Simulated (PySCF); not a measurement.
Be(OH)(GeH3) (BeGeH4O), SMILES [OH][Be][GeH3].

Geometry: B3LYP-D3(BJ)/def2-TZVP. Other conformers were not sampled.

Computed with TDDFT-ωB97X/def2-SVPD (PySCF).

Vertical excitations. Gas-phase values at a fixed geometry.

Problem. Give excitation energies, oscillator strengths and character. (An estimate is asked for; the answer gives what the named calculation found.)

Solution. 
```tsv
state	energy (eV)	λ (nm)	f	main pairs
S1	6.63	187	0.097	HOMO→LUMO+1 45 %, HOMO→LUMO 42 %, HOMO→LUMO+4 8 %
S2	6.78	183	0.087	HOMO→LUMO+2 85 %
S3	7.21	172	0.245	HOMO→LUMO+1 35 %, HOMO→LUMO 34 %, HOMO→LUMO+3 27 %
S4	7.98	155	0.001	HOMO−1→LUMO 32 %, HOMO−1→LUMO+1 29 %, HOMO−2→LUMO+2 15 %, HOMO−1→LUMO+4 7 %
S5	8.20	151	0.002	HOMO−2→LUMO+2 32 %, HOMO−3→LUMO 27 %, HOMO−3→LUMO+1 17 %
S6	8.26	150	0.002	HOMO−2→LUMO+1 24 %, HOMO−1→LUMO+2 22 %, HOMO−2→LUMO 10 %, HOMO−1→LUMO 8 %
S7	8.32	149	0.003	HOMO−2→LUMO+2 17 %, HOMO−2→LUMO+1 14 %, HOMO−3→LUMO 14 %, HOMO−3→LUMO+1 13 %
S8	8.40	148	0.004	HOMO−3→LUMO+1 32 %, HOMO−3→LUMO 30 %, HOMO−1→LUMO+1 9 %
S9	8.55	145	0.027	HOMO→LUMO+3 17 %, HOMO−1→LUMO+2 17 %, HOMO−2→LUMO+1 14 %, HOMO→LUMO+9 11 %
S10	8.56	145	0.073	HOMO−2→LUMO 21 %, HOMO−3→LUMO+2 15 %, HOMO−4→LUMO 14 %, HOMO−2→LUMO+3 12 %
T1	5.58	222	0	HOMO→LUMO+1 47 %, HOMO→LUMO 34 %, HOMO→LUMO+4 15 %
T2	5.73	217	0	HOMO→LUMO+2 77 %, HOMO→LUMO+5 19 %
T3	6.80	182	0	HOMO→LUMO 37 %, HOMO→LUMO+1 30 %, HOMO→LUMO+3 23 %
T4	7.58	164	0	HOMO−2→LUMO+1 31 %, HOMO−2→LUMO 24 %, HOMO−1→LUMO+2 22 %, HOMO−2→LUMO+4 10 %
```
Triplets are in the Tamm–Dancoff approximation, which puts them higher than full response would, so one can lie above its singlet here.
